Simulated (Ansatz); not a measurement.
Input file for `C[S][Hf]([OH])([F])[Cl]`:

```yaml
crystal:
  periodic: [false, false, false]
  atoms:
    - {symbol: C, position_ang: [0.529369, 1.391429, 1.139854]}
    - {symbol: S, position_ang: [-1.043416, 1.289169, 0.214046]}
    - {symbol: Hf, position_ang: [-0.882452, -0.968699, -0.663155]}
    - {symbol: O, position_ang: [0.859446, -1.169600, -1.388820]}
    - {symbol: F, position_ang: [-1.046369, -2.190185, 0.786634]}
    - {symbol: Cl, position_ang: [-2.603493, -1.265838, -2.234438]}
    - {symbol: H, position_ang: [0.503352, 0.752795, 2.021963]}
    - {symbol: H, position_ang: [1.377992, 1.125151, 0.510740]}
    - {symbol: H, position_ang: [0.641749, 2.426401, 1.460743]}
    - {symbol: H, position_ang: [1.663822, -1.390632, -1.847557]}
basis:
  gaussian: {orbitals: def2-TZVPP}
correlation: {method: ccsd_t}
```

```sh
$ ansatz run in.yaml --threads 2 --pin off --events-out ev --progress --plain --max-ram 22528MiB --backend cuda --devices 0, --max-vram 18GiB
```

Log, shortened:

```
Functional definition: HF
1766 factors; integrals over basis functions are off by at most 1.2e-3 eV
mean field evaluation 1: about -30455.1670 eV, gradient 5.6e1 eV
mean field evaluation 2: about -30455.3856 eV, gradient 5.6e1 eV
mean field evaluation 4: about -30461.1611 eV, gradient 3.5e0 eV
mean field evaluation 8: about -30461.2362 eV, gradient 2.9e-1 eV
mean field -30461.23669515 eV, -1119.4298011788 hartree, gradient 1.9e-6 eV, S^2 0.000000; 0 other end points of the search recorded, 0 dependent functions left out
13 core orbitals not correlated: weight in the atoms' cores, before any rotation towards them, 1.000 or more for the frozen orbitals, at most 0.000 for the correlated occupied ones
reference -30461.23669515 eV, -1119.4298011788 hartree; 23, 23 occupied and 253, 253 virtual orbitals, 1766 factors
second order -36.75941766 eV of doubles, -0.00000000 eV of singles
cycle   1  -36.62772783 eV  change    1.3e-1 eV  update   1.6e-1
cycle   2  -37.44031235 eV  change   -8.1e-1 eV  update   6.0e-2
cycle   3  -37.69944822 eV  change   -2.6e-1 eV  update   2.8e-2
cycle   4  -37.68435344 eV  change    1.5e-2 eV  update   7.8e-3
cycle   5  -37.67394884 eV  change    1.0e-2 eV  update   3.1e-3
cycle   6  -37.67501657 eV  change   -1.1e-3 eV  update   1.1e-3
cycle   7  -37.67517348 eV  change   -1.6e-4 eV  update   3.8e-4
cycle   8  -37.67489505 eV  change    2.8e-4 eV  update   1.7e-4
cycle   9  -37.67495081 eV  change   -5.6e-5 eV  update   6.4e-5
cycle  10  -37.67500775 eV  change   -5.7e-5 eV  update   2.8e-5
perturbative correction -1.56185746 eV, -0.0573972029 hartree
Total energy: -30500.47356035 eV, -1120.8717293794 hartree
```

It took 6 s on 2 threads of an AMD EPYC 7R13 on a shared host and a share of an NVIDIA H100 80 GB, with 0.87 GiB of host memory at the peak.

Correlation energy per correlated electron: -0.853 eV. T1 diagnostic: 0.0148.
